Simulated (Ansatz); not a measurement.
Mg₂Se⁺, relaxed as a doublet with UKS r2SCAN-D4/def2-TZVP in Ansatz, starting from the GFN1-xTB geometry. Force threshold 0.02 eV/Å.

The relaxation made no stability test and no search for a lower SCF solution. The structure comes from a short search, and lower isomers may exist.

Start:

```xyz
3

Mg    0.9164   -2.0499    0.2616
Mg   -1.2501    1.8741   -0.1890
Se    0.3336    0.1758   -0.0726
```

Estimate the energy that the relaxation releases and the steps that it takes.

7.1 kJ/mol, in 6 steps; 13 s on 4 threads of Arm Neoverse V1 on a shared host. No frequencies were taken in this run, so the end may be a saddle point.

Does the start keep its bonding and symmetry?

By distances, no bond broke or formed. The bond that changes most is Mg1–Se3, from 2.32 to 2.38 Å (atoms count from 1). Point group C2v at the start, C2v at the end, both within 0.05 Å.

Predict the relaxed structure.


```xyz
3

Mg    0.651   -1.979    0.281
Mg   -1.335    1.618   -0.132
Se    0.685    0.361   -0.149
```
Bond lengths (bridged metal pairs left out): 2 × Mg–Se 2.38 Å.
